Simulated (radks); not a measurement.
The numbers below are computed, except where a source is named.
All-electron atom: the iodine ion I4+ in [Kr] 4d10 5s2 5p1. Code: a radial shooting solver on a logarithmic mesh with Libxc functionals. Model: Dirac Kohn-Sham, PBE, spin-unpolarised, spherical densities, finite nucleus; open shells fill j = l - 1/2 first; Fermi nuclear charge, rms radius 4.75 fm.

Normalised radial functions P(r) = r R(r) (large component), r in bohr:

| r | 4p1/2 | 5p1/2 |
|---|---|---|
| 0.001091 | 0.0036 | 0.0014 |
| 0.001455 | 0.0052 | 0.0020 |
| 0.001941 | 0.0077 | 0.0029 |
| 0.002589 | 0.0114 | 0.0044 |
| 0.00348 | 0.0173 | 0.0066 |
| 0.004642 | 0.0264 | 0.0101 |
| 0.006191 | 0.0405 | 0.0155 |
| 0.008258 | 0.0623 | 0.0239 |
| 0.01101 | 0.0952 | 0.0365 |
| 0.01469 | 0.1434 | 0.0550 |
| 0.01959 | 0.2105 | 0.0806 |
| 0.02613 | 0.2965 | 0.1135 |
| 0.03513 | 0.3948 | 0.1510 |
| 0.04686 | 0.4729 | 0.1806 |
| 0.0625 | 0.4834 | 0.1838 |
| 0.08336 | 0.3607 | 0.1356 |
| 0.1112 | 0.0628 | 0.0200 |
| 0.1483 | -0.3572 | -0.1409 |
| 0.1978 | -0.6942 | -0.2645 |
| 0.2638 | -0.6552 | -0.2343 |
| 0.3546 | -0.0775 | 0.0077 |
| 0.473 | 0.7436 | 0.3146 |
| 0.6309 | 1.2759 | 0.4210 |
| 0.8415 | 1.1949 | 0.1561 |
| 1.122 | 0.7179 | -0.3457 |
| 1.497 | 0.2786 | -0.7501 |
| 1.996 | 0.0656 | -0.8067 |
| 2.663 | 0.0082 | -0.5430 |
| 3.58 | 0.0004 | -0.2187 |
| 4.775 | 0.0000 | -0.0490 |
| 6.369 | 0.0000 | -0.0051 |
| 8.494 | 0.0000 | -0.0002 |

4p1/2: eigenvalue -179.91 eV, 2 radial nodes at r = 0.116, 0.365 bohr, <r> = 0.772 bohr, 90 % of the charge inside 1.13 bohr. 5p1/2: eigenvalue -45.657 eV, 3 radial nodes at r = 0.116, 0.352, 0.926 bohr, <r> = 1.99 bohr, 90 % of the charge inside 2.86 bohr.
